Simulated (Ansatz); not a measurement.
Geometry optimisation, Ansatz, RKS B3LYP-D4/def2-SVP.

input.yaml

```yaml
crystal:
  periodic: [false, false, false]
  atoms:
    - { symbol: Si, position_ang: [-0.8937, -0.704, -0.3456] }
    - { symbol: C, position_ang: [0.5312, -0.1229, 0.6494] }
    - { symbol: S, position_ang: [1.9243, -0.8961, 0.1771] }
    - { symbol: C, position_ang: [1.4247, 0.9075, -0.0496] }
    - { symbol: Se, position_ang: [0.6106, 3.0586, -0.366] }
    - { symbol: H, position_ang: [-2.0052, 0.3658, -0.2414] }
    - { symbol: H, position_ang: [-0.536, -0.8032, -1.7672] }
    - { symbol: H, position_ang: [-1.3949, -1.9308, 0.1452] }
    - { symbol: H, position_ang: [2.13252, 1.73636, -0.05864] }
basis:
  gaussian: { orbitals: def2-SVP }
hamiltonian:
  xc: b3lyp
  dispersion: d4
relax:
  f_tol: 0.02
  max_steps: 50
```

Command:

```bash
$ ansatz run input.yaml --threads 2 --pin off --max-ram 3072MiB --backend cpu --events-out ev --progress --plain --runs-dir out
```

Problem. Where does it end, and by what steps?

Solution. The run converged. After 20 steps the energy has fallen by 5.755 eV; S3 moved furthest, 0.73 Å. Parted: S3–C4.

```csv
step,energy less start (eV),largest force component (eV/Å),accepted
0,0.0000,4.904,yes
1,-1.5308,3.167,yes
2,-2.4873,4.006,yes
3,-3.4453,4.950,yes
4,-4.8067,3.552,yes
5,-5.3694,2.263,yes
6,-5.5512,1.742,yes
7,-5.7048,0.613,yes
8,-5.7160,0.252,yes
9,-5.7424,0.139,yes
10,-5.7480,0.076,yes
11,-5.7474,0.270,no
12,-5.7470,0.305,no
13,-5.7502,0.043,yes
14,-5.7528,0.069,yes
15,-5.7535,0.069,yes
16,-5.7527,0.155,no
17,-5.7543,0.023,yes
18,-5.7545,0.025,yes
19,-5.7546,0.023,yes
20,-5.7547,0.017,yes
```

```xyz
9
Properties=species:S:1:pos:R:3
Si -0.893 -0.569 -0.473
C 0.848 -0.032 0.136
S 1.853 -1.114 0.874
C 1.308 1.336 -0.047
Se 0.345 2.615 -0.820
H -1.949 0.218 0.222
H -1.003 -0.385 -1.946
H -1.032 -2.010 -0.133
H 2.317 1.552 0.331
```

Whether the end is a true minimum wasn't checked by a vibrational analysis.

Time of the run: 99 s on 2 threads of Intel(R) Xeon(R) Platinum 8259CL CPU @ 2.50GHz (Skylake/Cascade Lake), on a shared host, peak memory 0.33 GiB.
